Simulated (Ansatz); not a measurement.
Geometry optimisation, RKS PBE/def2-SVP (Ansatz 0.2.0).

Input:

```yaml
crystal:
  periodic: [false, false, false]
  atoms:
    - { symbol: Ta, position_ang: [-0.414745, -0.141954, 0.140535] }
    - { symbol: O, position_ang: [2.77695, -0.372215, 0.320139] }
    - { symbol: H, position_ang: [2.891141, -0.025246, 1.226118] }
    - { symbol: F, position_ang: [0.308744, 0.518287, 1.747581] }
    - { symbol: F, position_ang: [0.304378, -0.163154, -1.59133] }
    - { symbol: F, position_ang: [-1.129724, 1.584251, -0.192404] }
    - { symbol: F, position_ang: [-2.168017, -0.795821, 0.245825] }
    - { symbol: O, position_ang: [0.263411, -1.965404, 0.546493] }
    - { symbol: Si, position_ang: [0.103008, -3.610036, 0.894051] }
    - { symbol: H, position_ang: [1.175368, -4.36572, 0.162717] }
    - { symbol: H, position_ang: [0.255926, -3.81967, 2.373958] }
    - { symbol: H, position_ang: [-1.258246, -4.068858, 0.447923] }
    - { symbol: H, position_ang: [2.360306, -1.25956, 0.476895] }
basis:
  gaussian: { orbitals: def2-SVP }
hamiltonian:
  xc: pbe
relax:
  f_tol: 0.03
  max_steps: 50
```

Launched with:

```bash
$ ansatz run input.yaml --threads 4 --pin off --max-ram 5120MiB --backend cpu --events-out ev --progress --plain --runs-dir out
```

Task: Where does it end, and by what steps?

Result: The forces met the threshold. After 13 steps the energy has fallen by 0.678 eV; H13 moved furthest, 1.17 Å. Joined: Ta1–O2 (3.21 → 2.30 Å).

```json
{"step": "0", "energy less start (eV)": "0.0000", "largest force component (eV/Å)": "1.010", "accepted": "yes"}
{"step": "1", "energy less start (eV)": "-0.0976", "largest force component (eV/Å)": "1.104", "accepted": "yes"}
{"step": "2", "energy less start (eV)": "-0.2338", "largest force component (eV/Å)": "1.421", "accepted": "yes"}
{"step": "3", "energy less start (eV)": "-0.4000", "largest force component (eV/Å)": "1.248", "accepted": "yes"}
{"step": "4", "energy less start (eV)": "-0.4798", "largest force component (eV/Å)": "1.041", "accepted": "yes"}
{"step": "5", "energy less start (eV)": "-0.5537", "largest force component (eV/Å)": "0.579", "accepted": "yes"}
{"step": "6", "energy less start (eV)": "-0.5996", "largest force component (eV/Å)": "0.377", "accepted": "yes"}
{"step": "7", "energy less start (eV)": "-0.6300", "largest force component (eV/Å)": "0.579", "accepted": "yes"}
{"step": "8", "energy less start (eV)": "-0.6407", "largest force component (eV/Å)": "0.522", "accepted": "yes"}
{"step": "9", "energy less start (eV)": "-0.6521", "largest force component (eV/Å)": "0.324", "accepted": "yes"}
{"step": "10", "energy less start (eV)": "-0.6656", "largest force component (eV/Å)": "0.340", "accepted": "yes"}
{"step": "11", "energy less start (eV)": "-0.6739", "largest force component (eV/Å)": "0.243", "accepted": "yes"}
{"step": "12", "energy less start (eV)": "-0.6766", "largest force component (eV/Å)": "0.138", "accepted": "yes"}
{"step": "13", "energy less start (eV)": "-0.6775", "largest force component (eV/Å)": "0.016", "accepted": "yes"}
```

```xyz
13
Properties=species:S:1:pos:R:3
Ta -0.200 -0.243 0.222
O 2.081 0.001 0.379
H 2.503 -0.070 1.256
F 0.134 0.209 2.046
F 0.460 -0.565 -1.540
F -0.238 1.621 -0.185
F -2.068 -0.364 0.078
O -0.005 -2.119 0.643
Si 0.026 -3.766 0.974
H 1.130 -4.409 0.179
H 0.287 -3.978 2.440
H -1.293 -4.378 0.597
H 2.653 -0.422 -0.289
```

Whether the end is a true minimum wasn't checked by a vibrational analysis.

Run time: 41 s on 4 threads of Arm Neoverse V2 (shared host), peak memory 0.25 GiB.
